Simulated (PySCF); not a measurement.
Hexafluoro-2-butyne, C4F6, SMILES FC(F)(C#CC(F)(F)F)F, CAM-B3LYP/def2-SVP optimised geometry.

```
10

F      0.92    -0.27     0.00
C     -0.40    -0.27     0.00
F     -0.82     0.99     0.00
F     -0.82    -0.85     1.12
C     -0.92    -0.99    -1.18
C     -1.35    -1.58    -2.14
C     -1.86    -2.30    -3.31
F     -3.19    -2.31    -3.31
F     -1.46    -1.72    -4.44
F     -1.44    -3.56    -3.32
```

Density from CAM-B3LYP/def2-TZVP (PySCF) at that geometry.

Minimum of the electron density along straight lines between bonded atoms, close to the bond critical point (lines longer than 1.1 times the sum of covalent radii, or with two minima, are not listed):

| bond | length / Å | ρ at the minimum / e bohr⁻³ | ∇²ρ there / e bohr⁻⁵ | position (fraction from the first atom) |
|---|---|---|---|---|
| F1–C2 | 1.329 | 0.297 | -0.56 | 0.66 |
| C2–F3 | 1.329 | 0.297 | -0.56 | 0.34 |
| C2–F4 | 1.329 | 0.298 | -0.56 | 0.34 |
| C2–C5 | 1.475 | 0.285 | -0.85 | 0.50 |
| C5–C6 | 1.200 | 0.417 | -1.16 | 0.50 |
| C6–C7 | 1.475 | 0.285 | -0.85 | 0.50 |
| C7–F8 | 1.329 | 0.298 | -0.56 | 0.34 |
| C7–F9 | 1.329 | 0.298 | -0.56 | 0.34 |
| C7–F10 | 1.329 | 0.297 | -0.56 | 0.34 |
